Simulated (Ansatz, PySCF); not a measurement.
Complex: CH4OSe (SMILES CO[SeH]) (first 7 atoms) with CH4 (SMILES C); geometry from B3LYP-D3(BJ)/def2-TZVP, rigid monomers moved along the line of their centres of mass till O2···H12 is 4.83 Å.
(charge 0, multiplicity 1):
```json
[
 {"atom": "C", "x (Å)": "1.8353", "y (Å)": "0.8063", "z (Å)": "0.8019"},
 {"atom": "O", "x (Å)": "0.4378", "y (Å)": "0.7690", "z (Å)": "0.5231"},
 {"atom": "Se", "x (Å)": "-0.2413", "y (Å)": "-0.8850", "z (Å)": "0.2262"},
 {"atom": "H", "x (Å)": "2.0930", "y (Å)": "0.1789", "z (Å)": "1.6584"},
 {"atom": "H", "x (Å)": "2.0649", "y (Å)": "1.8478", "z (Å)": "1.0322"},
 {"atom": "H", "x (Å)": "2.4225", "y (Å)": "0.4897", "z (Å)": "-0.0653"},
 {"atom": "H", "x (Å)": "0.1688", "y (Å)": "-0.9781", "z (Å)": "-1.1963"},
 {"atom": "C", "x (Å)": "-0.1626", "y (Å)": "0.2518", "z (Å)": "6.0990"},
 {"atom": "H", "x (Å)": "0.0922", "y (Å)": "-0.7281", "z (Å)": "5.6961"},
 {"atom": "H", "x (Å)": "-1.0273", "y (Å)": "0.1587", "z (Å)": "6.7546"},
 {"atom": "H", "x (Å)": "0.6823", "y (Å)": "0.6392", "z (Å)": "6.6675"},
 {"atom": "H", "x (Å)": "-0.3945", "y (Å)": "0.9320", "z (Å)": "5.2812"}
]
```

Interaction energies are E(AB) − E(A) − E(B) at the monomers' geometry in the complex; basis-set methods are counterpoise corrected.

Cores are frozen in the correlated methods. Filled d and f shells under p-block atoms count as core.

Run with Ansatz (an electronic-structure program); PySCF for the dispersion terms. Values without a source in brackets are computed.

Q: What interaction energy does r2SCAN-D3(BJ)/def2-TZVPPD give?

A: -7 meV
